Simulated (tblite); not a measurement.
Input of a run (GFN2-xTB geometry optimisation, gas phase (tblite 0.8.0)), started from a force field or distance geometry:
```
{"job": {"kind": "relax", "xc": "GFN2-xTB", "basis": "xTB"}, "charge": 0, "multiplicity": 1}
N      3.342900    -1.650900     1.591600
C      2.888900    -1.022400     0.705300
Si     2.221000    -0.007000    -0.716500
C      3.217800     1.590700    -0.868800
O      2.710800     2.569400    -1.366900
C      0.392300     0.323000    -0.524200
C     -0.555000    -0.585000    -0.272100
C     -1.977600    -0.283500    -0.120100
C     -2.748400    -0.962400     0.984000
C     -2.451400     0.506400     1.072000
H      2.367200    -0.796100    -1.976600
H      4.242100     1.553000    -0.464200
H      0.131300     1.373400    -0.623700
H     -0.284100    -1.641400    -0.170900
H     -2.512100    -0.122100    -1.060300
H     -2.235400    -1.621000     1.677000
H     -3.776500    -1.249200     0.784600
H     -3.264000     1.201300     0.921200
H     -1.719600     0.833000     1.809200
```

Output (eV, eV/Å):
```
step      E/eV     max force
  0    -765.36540    3.616
  1    -765.09067   12.023
  2    -765.48163    0.841
  3    -765.50033    0.574
  4    -765.52001    0.603
  5    -765.52690    0.350
  6    -765.53448    0.218
  7    -765.53835    0.288
  8    -765.54297    0.231
  9    -765.54625    0.148
 10    -765.54830    0.191
 11    -765.54962    0.137
 12    -765.55072    0.092
 13    -765.55174    0.092
 14    -765.55255    0.088
 15    -765.55313    0.057
 16    -765.55364    0.063
 17    -765.55415    0.070
 18    -765.55455    0.054
 19    -765.55481    0.050
 20    -765.55503    0.046
 21    -765.55528    0.051
 22    -765.55558    0.059
 23    -765.55585    0.039
 24    -765.55607    0.034
 25    -765.55630    0.040
 26    -765.55660    0.061
 27    -765.55700    0.064
 28    -765.55740    0.043
 29    -765.55773    0.047
 30    -765.55803    0.046
 31    -765.55834    0.054
 32    -765.55869    0.054
 33    -765.55906    0.049
 34    -765.55951    0.056
 35    -765.56009    0.077
 36    -765.56084    0.087
 37    -765.56175    0.083
 38    -765.56282    0.073
 39    -765.56417    0.089
 40    -765.56600    0.130
 41    -765.56850    0.140
 42    -765.57168    0.170
 43    -765.57545    0.180
 44    -765.57975    0.229
 45    -765.57443    0.895
 46    -765.58466    0.260
 47    -765.58934    0.127
 48    -765.59225    0.178
 49    -765.59615    0.357
 50    -765.59946    0.234
 51    -765.60575    0.223
 52    -765.61337    0.277
 53    -765.61299    0.761
 54    -765.62150    0.217
 55    -765.62392    0.236
 56    -765.63105    0.237
 57    -765.63596    0.257
 58    -765.64146    0.215
 59    -765.63448    0.540
 60    -765.64642    0.142
 61    -765.64811    0.077
 62    -765.65136    0.128
 63    -765.65330    0.107
 64    -765.65761    0.115
 65    -765.66002    0.173
 66    -765.66375    0.181
 67    -765.66925    0.177
 68    -765.67548    0.244
 69    -765.68095    0.372
 70    -765.68818    0.211
 71    -765.69567    0.143
 72    -765.69852    0.121
 73    -765.70118    0.103
 74    -765.70281    0.090
 75    -765.70416    0.070
 76    -765.70538    0.094
 77    -765.70659    0.101
 78    -765.70756    0.087
 79    -765.70838    0.064
 80    -765.70908    0.059
 81    -765.70986    0.080
 82    -765.71041    0.074
 83    -765.71103    0.061
 84    -765.71158    0.047
 85    -765.71206    0.062
 86    -765.71248    0.078
 87    -765.71295    0.069
 88    -765.71354    0.071
 89    -765.71426    0.089
 90    -765.71507    0.081
 91    -765.71595    0.073
 92    -765.71693    0.070
 93    -765.71797    0.075
 94    -765.71892    0.083
 95    -765.71975    0.075
 96    -765.72049    0.070
 97    -765.72136    0.077
 98    -765.72232    0.084
 99    -765.72321    0.067
100    -765.72379    0.062
101    -765.72412    0.056
102    -765.72434    0.044
103    -765.72461    0.041
104    -765.72483    0.035
105    -765.72506    0.033
106    -765.72523    0.037
107    -765.72538    0.040
108    -765.72555    0.039
109    -765.72576    0.039
110    -765.72603    0.035
111    -765.72621    0.050
112    -765.72634    0.029
113    -765.72647    0.034
114    -765.72659    0.019
115    -765.72668    0.021
116    -765.72675    0.024
117    -765.72680    0.016
118    -765.72684    0.014
119    -765.72689    0.021
120    -765.72695    0.024
121    -765.72702    0.018
122    -765.72708    0.014
123    -765.72711    0.014
124    -765.72714    0.012
125    -765.72717    0.013
126    -765.72722    0.016
127    -765.72729    0.019
128    -765.72738    0.018
129    -765.72747    0.024
130    -765.72758    0.030
131    -765.72773    0.034
132    -765.72793    0.037
133    -765.72814    0.063
134    -765.72837    0.051
135    -765.72868    0.041
136    -765.72898    0.029
137    -765.72915    0.031
138    -765.72934    0.026
139    -765.72946    0.021
140    -765.72955    0.028
141    -765.72960    0.032
142    -765.72967    0.028
143    -765.72974    0.029
144    -765.72993    0.025
145    -765.73001    0.026
146    -765.73013    0.019
147    -765.73020    0.020
148    -765.73026    0.017
149    -765.73031    0.015
150    -765.73039    0.022
151    -765.73046    0.059
152    -765.73056    0.028
153    -765.73067    0.032
154    -765.73081    0.023
155    -765.73089    0.025
156    -765.73099    0.033
157    -765.73108    0.033
158    -765.73119    0.029
159    -765.73133    0.026
160    -765.73148    0.026
161    -765.73155    0.023
162    -765.73161    0.015
163    -765.73166    0.016
164    -765.73170    0.019
165    -765.73174    0.015
166    -765.73177    0.016
167    -765.73183    0.022
168    -765.73195    0.032
169    -765.73211    0.040
170    -765.73227    0.034
171    -765.73239    0.031
172    -765.73246    0.035
173    -765.73253    0.018
174    -765.73261    0.018
175    -765.73267    0.019
176    -765.73274    0.016
177    -765.73280    0.019
178    -765.73288    0.023
179    -765.73297    0.024
180    -765.73308    0.028
181    -765.73319    0.034
182    -765.73329    0.021
183    -765.73340    0.034
184    -765.73355    0.027
185    -765.73372    0.054
186    -765.73401    0.034
187    -765.73440    0.045
188    -765.73475    0.059
189    -765.73456    0.234
190    -765.73517    0.039
191    -765.73537    0.031
192    -765.73582    0.077
193    -765.73597    0.034
194    -765.73615    0.040
195    -765.73630    0.029
196    -765.73637    0.028
197    -765.73642    0.031
198    -765.73645    0.026
199    -765.73647    0.018
200    -765.73648    0.020
201    -765.73650    0.019
202    -765.73651    0.022
203    -765.73652    0.022
204    -765.73654    0.021
205    -765.73655    0.019
206    -765.73656    0.016
207    -765.73658    0.013
208    -765.73660    0.011
209    -765.73662    0.013
210    -765.73665    0.016
211    -765.73670    0.016
212    -765.73676    0.019
213    -765.73682    0.029
214    -765.73680    0.103
215    -765.73691    0.011
216    -765.73694    0.009
```

Task: Summarise the run.

Result: The energy falls by 35.8 kJ/mol over 216 L-BFGS steps, the largest force on an atom goes from 3.62 to 0.009 eV/Å, and the atoms move by 0.653 Å rms after alignment. The bond that changes most is Si3–C4 (SiH silicon to carbonyl carbon), which lengthens by 0.040 Å. Bonds longer at the end by more than 0.005 Å: 2 of 19; shorter: 9. Among the angles that change most is C6–Si3–H11, from 106.0° to 116.4°. Among the dihedrals that turn most is H14–C7–C8–H15, from -101° to 180°. The energy rose by more than 1e-5 eV at steps 1, 45, 53, 59, 189 and 214.

Task: What are the final bond lengths?

Result: N1≡C2 1.146 Å, C2–Si3 1.870 Å, Si3–C4 1.929 Å, C4=O5 1.204 Å, Si3–C6 1.868 Å, C6=C7 1.336 Å, C7–C8 1.462 Å, C8–C9 1.511 Å, C9–C10 1.488 Å, C8–C10 1.511 Å, Si3–H11 1.466 Å, C4–H12 1.111 Å, C6–H13 1.084 Å, C7–H14 1.083 Å, C8–H15 1.083 Å, C9–H16 1.079 Å, C9–H17 1.079 Å, C10–H18 1.079 Å, C10–H19 1.079 Å. Numbering counts from 1 in the input's order; the species is `N#C[Si@H](C=O)/C=C/C1CC1`.

GFN2-xTB frequencies show an imaginary mode (30i cm⁻¹), so the point is no minimum at that level. 3 starts were optimised and ended at 0.00, 1.09 and 1.30 kcal/mol (GFN2-xTB); the lowest of these is shown.

The numbers are calculated, not measured.
